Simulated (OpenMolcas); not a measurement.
Tc2+.

- Program: OpenMolcas
- Method: CASSCF
- Basis: ANO-RCC-VDZP [6s5p3d1f]
- Scalar Hamiltonian: DKH2, point nucleus
- Active space: 5 electrons in 6 orbitals (4d 5s)
- State averaging: 2S+1 = 6 even, 6 roots; 2S+1 = 4 even, 64 roots; 2S+1 = 2 even, 145 roots (128 in the spin-orbit step)
- Spin-orbit coupling: state interaction with AMFI integrals over the reference wave functions, term energies averaged over their components

Levels without dynamic correlation, in cm⁻¹ above 4d⁵ ⁶S_5/2:

```
            Level      E
       4d⁵ ⁴D_7/2  27958
       4d⁵ ⁴G_5/2  22587
4d⁵ ⁴P_5/2 [71 %]  25509
      4d⁵ ²I_11/2  32492
```

On this reference, MS-CASPT2, IPEA 0.25 Eh, imaginary shift 0.1 Eh (closed shells correlated: 4s 4p) puts 4d⁵ ⁴D_7/2 at 25480 cm⁻¹.

Question: Estimate the other levels at that method by one scale factor, and say how well it serves.

Answer: The factor is 25480 / 27958 = 0.911. Scaled values beside those that MS-CASPT2 gives:
```csv
Level,Scaled,MS-CASPT2,Miss (%)
4d⁵ ⁴G_5/2,20577,21520,-4.4
4d⁵ ⁴P_5/2 [71 %],23239,22990,+1.1
4d⁵ ²I_11/2,29600,32020,-7.6
```
For these levels the scaled values miss MS-CASPT2 by up to 7.6 %, as correlation changes each term by its own factor, spin-orbit parts do not scale and CASPT2 has its own spread within terms. This holds within one configuration; levels of others move differently, and the target method has errors of its own against measurement.

CASPT2 breaks the degeneracy within a term, and the mean is taken; among the terms shown or strongly mixed into the levels shown the widest spread is 330 cm-1 (4d⁵ ⁴G, MS-CASPT2). Some high roots are left out of the spin-orbit mixing, which shifts the levels that they would mix with. Without dynamic correlation excited terms often stand tens of per cent too high (terms of higher spin than the ground term too low), and those without a measured partner can miss by more than the paired ones (holds for CASSCF). Blocks of more than 70 roots (2S+1 = 2 even) ran without multistate coupling (holds for MS-CASPT2). Levels of configurations outside the active space are missing.

A share in square brackets marks a mixed level and gives the weight of the term that names it, the lowest over the columns.
